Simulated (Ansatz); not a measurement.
```yaml
crystal:
  periodic: [false, false, false]
  atoms:
    - {symbol: C, position_ang: [0.099557, -1.627584, 1.226285]}
    - {symbol: C, position_ang: [-0.146230, -0.449618, 0.142554]}
    - {symbol: O, position_ang: [-1.282651, -0.544260, -0.261680]}
    - {symbol: O, position_ang: [0.871896, 0.096911, 0.164488]}
    - {symbol: Sn, position_ang: [-0.215348, 1.806352, -1.206217]}
    - {symbol: H, position_ang: [0.283534, -1.289490, 2.109547]}
    - {symbol: H, position_ang: [1.046618, -2.190227, 0.863587]}
    - {symbol: H, position_ang: [-0.762533, -2.414030, 1.320616]}
    - {symbol: H, position_ang: [-1.279517, 2.540458, -0.504656]}
    - {symbol: H, position_ang: [1.449293, 2.507018, -1.150421]}
    - {symbol: H, position_ang: [-0.125891, 0.877290, -2.763114]}
basis:
  gaussian: {orbitals: def2-TZVPD}
hamiltonian: {xc: {name: B3LYP}, dispersion: d4}
relax: {f_tol: 0.001, max_steps: 2}
output: {forces: true}
```

```sh
$ ansatz run in.yaml --threads 4 --pin off --events-out ev --progress --plain --max-ram 10444MiB
```

Shortened log:

```
Functional definition: B3LYP
  name "B3LYP"
  cite "Stephens, Devlin, Chabalowski & Frisch, J. Phys. Chem. 98, 11623 (1994) doi:10.1021/j100096a001"
  cite "Becke, Phys. Rev. A 38, 3098 (1988) doi:10.1103/PhysRevA.38.3098"
  cite "Lee, Yang & Parr, Phys. Rev. B 37, 785 (1988) doi:10.1103/PhysRevB.37.785"
  cite "Vosko, Wilk & Nusair, Can. J. Phys. 58, 1200 (1980) doi:10.1139/p80-159"
  parameter a0 = 0.2
  parameter ax = 0.72
  parameter ac = 0.81
  exchange = (1 - a0 - ax)*slater_x + ax*b88_x + a0*exact_x
  correlation = (1 - ac)*vwn_rpa_c + ac*lyp_c
1486 factors; their error is unknown
mean field evaluation 1: about -12086.8633 eV, gradient 7.8e1 eV
mean field evaluation 2: about -12040.1441 eV, gradient 1.5e2 eV
mean field evaluation 4: about -12098.4198 eV, gradient 1.4e1 eV
mean field evaluation 8: about -12098.7935 eV, gradient 1.9e-1 eV
mean field evaluation 16: about -12098.8484 eV, gradient 6.6e-3 eV
mean field -12098.84841553 eV, -444.6244783768 hartree, gradient 4.3e-5 eV, S^2 0.000000; 0 other end points of the search recorded, 0 dependent functions left out
the calculation of the forces begins
reference -12098.84875234 eV, -444.6244907543 hartree; 28, 28 occupied and 236, 236 virtual orbitals, 1486 factors
relax step   1: F+E_penalty+E_count = -12099.21643291 eV  Δ(F+E_penalty+E_count) = +0.000e0 eV  max|allowed force component| = 1.057e1 eV/Å  Δτ_max = 0.0000 Å  (35 SCF iters, accepted)
these checks for a lower state are left out or cut short: starts, cluster_reference, orbital_swaps, neighbouring_geometries, increment
1486 factors; their error is unknown
mean field -12101.45731421 eV, -444.7203536347 hartree, gradient 1.6e-5 eV, S^2 0.000000; 0 other end points of the search recorded, 0 dependent functions left out
the calculation of the forces begins
reference -12101.45765300 eV, -444.7203660850 hartree; 28, 28 occupied and 236, 236 virtual orbitals, 1486 factors
relax step   2: F+E_penalty+E_count = -12101.82379643 eV  Δ(F+E_penalty+E_count) = -2.607e0 eV  max|allowed force component| = 6.861e0 eV/Å  Δτ_max = 0.1945 Å  (43 SCF iters, accepted)
Error: geometry relaxation did not converge after 2 steps: max|allowed force component| = 6.86e0 eV/Å (threshold 1.0e-3). Raise `relax.max_steps` over both its present limit and 2, loosen `relax.f_tol`, or start from a geometry closer to equilibrium. Where this run's directory can be resumed (`checkpoint.write`), a resume goes on for up to `relax.max_steps` more
```

Something in this input is off. What?

The relaxation is allowed too few steps for its threshold. The calculation stopped without meeting its thresholds.

B3LYP here is the variant with VWN-RPA as its local correlation; programs differ in this.
